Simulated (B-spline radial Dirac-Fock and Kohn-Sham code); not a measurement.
# Dipole and non-dipole photoemission parameters of Lu²⁺ 5p1/2

System: the Lu²⁺ ion in the configuration 1s2 2s2 2p6 3s2 3p6 3d10 4s2 4p6 4d10 4f14 5s2 5p6 6s1; threshold 59.69 eV (orbital energy of the model). Method: Dirac-Hartree-Slater photoionisation with a Latter tail; cross sections with all multipoles, angular parameters from the dipole term and its interference with E2. Computed with a B-spline atomic structure program.

```csv
hν (eV),σ (kb),β,γ,δ
96.7,254,1.379,0.389,-0.028
117,134,0.850,0.413,-0.028
196,40.1,-0.056,-0.008,0.024
300,24.5,0.441,0.010,0.041
384,19.7,0.810,0.154,0.034
475,16.2,1.072,0.268,0.025
603,12.8,1.294,0.342,0.015
706,10.8,1.406,0.356,0.010
879,8.43,1.524,0.332,0.005
976,7.43,1.567,0.306,0.003
1220,5.56,1.637,0.228,0.000
1250,5.38,1.643,0.218,0.000
1253.6,5.36,1.644,0.217,0.000
1900,2.92,1.708,0.054,-0.003
2310,2.13,1.718,0.002,-0.004
3430,?,?,?,?
3570,0.992,1.704,0.006,-0.005
3900,0.840,1.697,0.032,-0.004
4000,0.801,1.694,0.041,-0.004
4710,0.583,1.675,0.116,-0.004
6000,0.356,1.639,0.282,-0.001
6330,0.318,1.629,0.327,0.000
8047.8,0.189,1.582,0.562,0.006
8320,0.175,1.575,0.598,0.007
8370,0.173,1.574,0.605,0.007
9251.7,0.138,1.551,0.720,0.011
12800,0.0644,1.471,1.145,0.030
15000,0.0436,1.427,1.375,0.044
```

Task: Give the values at 3430 eV.

Result: σ = 1.07 kb, β = 1.707, γ = -0.002, δ = -0.004.
